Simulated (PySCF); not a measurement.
C4H6O2Si.
Atom-mapped SMILES: `[SiH3:1][O:2][c:3]1[cH:4][cH:5][o:6][cH:7]1` (hydrogens: H8, H9, H10 on Si1; H11 on C4; H12 on C5; H13 on C7)

Method used: TDDFT CAM-B3LYP/def2-SVPD, vertical, gas phase, core orbitals frozen in the response (PySCF 2.14.0, density-fitted response routines). Isolated species at its GFN2-xTB geometry (one conformer only). Torsions of this conformer, `[SiH3:1][O:2][c:3]1[cH:4][cH:5][o:6][cH:7]1`: Si1–O2–C3–C4 0°.

Computed states:

```tsv
state	E (eV)	f
S1	5.92	0.127
S2	5.93	0.0016
S3	6.41	0.0000
S4	6.86	0.020
S5	6.99	0.021
S6	7.04	0.0044
S7	7.27	0.015
S8	7.36	0.0017
```

Broadening: Gaussians 0.3 eV wide at half height, area fixed by f = 4.319×10⁻⁹ ∫ε dν̃. The width is an assumption, not a result. The curve ends short of the highest state used, and states not computed would add to its high-energy end.

Task: What does the envelope look like, and where are its maxima?

Result: 
```json
{"λ (nm)": "183.5", "ε (L mol⁻¹ cm⁻¹)": "1690"}
{"λ (nm)": "184.3", "ε (L mol⁻¹ cm⁻¹)": "1299"}
{"λ (nm)": "185.1", "ε (L mol⁻¹ cm⁻¹)": "959"}
{"λ (nm)": "185.8", "ε (L mol⁻¹ cm⁻¹)": "711"}
{"λ (nm)": "186.6", "ε (L mol⁻¹ cm⁻¹)": "486"}
{"λ (nm)": "187.4", "ε (L mol⁻¹ cm⁻¹)": "318"}
{"λ (nm)": "188.2", "ε (L mol⁻¹ cm⁻¹)": "200"}
{"λ (nm)": "189.0", "ε (L mol⁻¹ cm⁻¹)": "121"}
{"λ (nm)": "189.8", "ε (L mol⁻¹ cm⁻¹)": "70"}
{"λ (nm)": "190.6", "ε (L mol⁻¹ cm⁻¹)": "40"}
{"λ (nm)": "191.4", "ε (L mol⁻¹ cm⁻¹)": "22"}
{"λ (nm)": "192.1", "ε (L mol⁻¹ cm⁻¹)": "13"}
{"λ (nm)": "192.9", "ε (L mol⁻¹ cm⁻¹)": "10"}
{"λ (nm)": "193.7", "ε (L mol⁻¹ cm⁻¹)": "12"}
{"λ (nm)": "194.5", "ε (L mol⁻¹ cm⁻¹)": "20"}
{"λ (nm)": "195.3", "ε (L mol⁻¹ cm⁻¹)": "38"}
{"λ (nm)": "196.1", "ε (L mol⁻¹ cm⁻¹)": "74"}
{"λ (nm)": "196.9", "ε (L mol⁻¹ cm⁻¹)": "137"}
{"λ (nm)": "197.7", "ε (L mol⁻¹ cm⁻¹)": "244"}
{"λ (nm)": "198.4", "ε (L mol⁻¹ cm⁻¹)": "389"}
{"λ (nm)": "199.2", "ε (L mol⁻¹ cm⁻¹)": "638"}
{"λ (nm)": "200.0", "ε (L mol⁻¹ cm⁻¹)": "1001"}
{"λ (nm)": "200.8", "ε (L mol⁻¹ cm⁻¹)": "1508"}
{"λ (nm)": "201.6", "ε (L mol⁻¹ cm⁻¹)": "2182"}
{"λ (nm)": "202.4", "ε (L mol⁻¹ cm⁻¹)": "3035"}
{"λ (nm)": "203.2", "ε (L mol⁻¹ cm⁻¹)": "4062"}
{"λ (nm)": "203.9", "ε (L mol⁻¹ cm⁻¹)": "5081"}
{"λ (nm)": "204.7", "ε (L mol⁻¹ cm⁻¹)": "6340"}
{"λ (nm)": "205.5", "ε (L mol⁻¹ cm⁻¹)": "7629"}
{"λ (nm)": "206.3", "ε (L mol⁻¹ cm⁻¹)": "8863"}
{"λ (nm)": "207.1", "ε (L mol⁻¹ cm⁻¹)": "9948"}
{"λ (nm)": "207.9", "ε (L mol⁻¹ cm⁻¹)": "10795"}
{"λ (nm)": "208.7", "ε (L mol⁻¹ cm⁻¹)": "11334"}
{"λ (nm)": "209.5", "ε (L mol⁻¹ cm⁻¹)": "11523"}
{"λ (nm)": "210.2", "ε (L mol⁻¹ cm⁻¹)": "11393"}
{"λ (nm)": "211.0", "ε (L mol⁻¹ cm⁻¹)": "10926"}
{"λ (nm)": "211.8", "ε (L mol⁻¹ cm⁻¹)": "10167"}
{"λ (nm)": "212.6", "ε (L mol⁻¹ cm⁻¹)": "9186"}
{"λ (nm)": "213.4", "ε (L mol⁻¹ cm⁻¹)": "8064"}
{"λ (nm)": "214.2", "ε (L mol⁻¹ cm⁻¹)": "6882"}
{"λ (nm)": "215.0", "ε (L mol⁻¹ cm⁻¹)": "5715"}
{"λ (nm)": "215.7", "ε (L mol⁻¹ cm⁻¹)": "4751"}
{"λ (nm)": "216.5", "ε (L mol⁻¹ cm⁻¹)": "3753"}
{"λ (nm)": "217.3", "ε (L mol⁻¹ cm⁻¹)": "2889"}
{"λ (nm)": "218.1", "ε (L mol⁻¹ cm⁻¹)": "2169"}
{"λ (nm)": "218.9", "ε (L mol⁻¹ cm⁻¹)": "1588"}
{"λ (nm)": "219.7", "ε (L mol⁻¹ cm⁻¹)": "1136"}
{"λ (nm)": "220.5", "ε (L mol⁻¹ cm⁻¹)": "793"}
{"λ (nm)": "221.3", "ε (L mol⁻¹ cm⁻¹)": "542"}
{"λ (nm)": "222.0", "ε (L mol⁻¹ cm⁻¹)": "381"}
{"λ (nm)": "222.8", "ε (L mol⁻¹ cm⁻¹)": "249"}
{"λ (nm)": "223.6", "ε (L mol⁻¹ cm⁻¹)": "160"}
{"λ (nm)": "224.4", "ε (L mol⁻¹ cm⁻¹)": "100"}
{"λ (nm)": "225.2", "ε (L mol⁻¹ cm⁻¹)": "62"}
{"λ (nm)": "226.0", "ε (L mol⁻¹ cm⁻¹)": "37"}
{"λ (nm)": "226.8", "ε (L mol⁻¹ cm⁻¹)": "22"}
```

Maxima: 210 nm (5.92 eV), ε about 12000, made up of S1 (99%) (ε in L mol⁻¹ cm⁻¹; maxima over ε = 5, shares over 10%). At its high-energy end, 6.76 eV, the curve is still rising (ε about 1700, from S4 and S5).

Task: On this curve, what absorbance would a 10⁻⁵ mol/L sample give at 193 nm over a 1 cm path?

Result: 193 nm is 6.424 eV, where ε is about 9.7 L mol⁻¹ cm⁻¹, so A = ε c l ≈ 9.7e-05 (Beer–Lambert, with the gas-phase spectrum and the assumed width).

Task: Coming from long wavelengths, where does ε first pass 100 L mol⁻¹ cm⁻¹?

Result: At about 224 nm (5.53 eV), 0.39 eV below S1.

Task: What would ε be at 5.92 eV, the highest of these maxima, with half the width (0.15 eV)?

Result: About 23000 L mol⁻¹ cm⁻¹ against 11500, a factor of about 2.00; a lone state at its own centre would give exactly 2.
